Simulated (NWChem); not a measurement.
# GaAsH₄; SMILES [GaH2][AsH2]

Results from NWChem. Pople sets run with spherical d functions. Coordinates come from a PBE-D3(BJ)/def2-SVP optimisation.

For level Hartree-Fock/3-21G:

dipole (D): 1.10

Question: How do the values read with level Hartree-Fock/6-311G** instead?

Answer: 
* **dipole (D)**: 0.73
